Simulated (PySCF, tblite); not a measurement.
Compound: C3H9B2F3Si.
Atom-mapped SMILES: `[BH2:1][BH:2][CH2:3][SiH2:4][CH2:5][C:6]([F:7])([F:8])[F:9]` (hydrogens: H10, H11 on B1; H12 on B2; H13, H14 on C3; H15, H16 on Si4; H17, H18 on C5)

Jobs on this species (18 atoms, 78 electrons) with PySCF (density fitting) and tblite. Hardware of each: Arm Neoverse N1, one thread, on a shared host. Times come from a shared host and carry two figures at best.

Task: Rank these jobs by wall time, shortest first.
A. GFN2-xTB; L-BFGS relaxation
B. GFN2-xTB; Hessian by finite differences
C. PBE0/pcSseg-1; shieldings, charges and field gradients; 205 basis functions

Result: B (1.2 s), A (2.0 s), C (69 s).

All jobs:

```tsv
level and settings	work	basis functions	SCF cycles	wall time
GFN2-xTB	Hessian by finite differences	–	–	1.2 s
GFN2-xTB	L-BFGS relaxation	–	–	2.0 s
PBE0/pcSseg-1	shieldings, charges and field gradients	205	14	69 s
```

Task: What do all jobs in the table cost together?

Result: About 72 s; the longest takes about 96 % of that, and about 58 times as long as the shortest.
